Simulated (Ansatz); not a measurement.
C2H6F2OSi can be A, `OC(F)([SiH3])CF`, or B, `C[Si](F)(F)CO`.

Computed with Ansatz on PBE0-D4/def2-TZVP structures; ΔE is electronic, products minus reactants. CBS: MP2 limit from def2 TZ/QZ plus the TZ coupled-cluster correction, frozen cores. DFT in def2-TZVPP. B3LYP here is the variant with VWN-RPA as its local correlation; programs differ in this. One conformer a species, not always the lowest.

Task: Which isomer does CCSD(T)/CBS put lower? Give the gap. (Best estimate.)

Result: The calculation gave: B, by 470.4 kJ/mol.

Task: Give E(B) − E(A) in kJ/mol with r2SCAN-D4, HF/def2-TZVPP, CCSD/def2-TZVPP, B3LYP, B2PLYP, PBE0-D4, CCSD(T)/def2-TZVPP. (Estimate.)

Result: The calculation gave: r2SCAN-D4 -459.0, HF/def2-TZVPP -465.0, CCSD/def2-TZVPP -465.3, B3LYP -455.0, B2PLYP -465.2, PBE0-D4 -449.4, CCSD(T)/def2-TZVPP -461.1. None reverses the order clearly.

Largest T1 diagnostic: 0.012.

From PBE to PBE0 (25 % exact exchange), in def2-TZVPP and without D4, E(B) − E(A) moves by −13.4 kJ/mol.
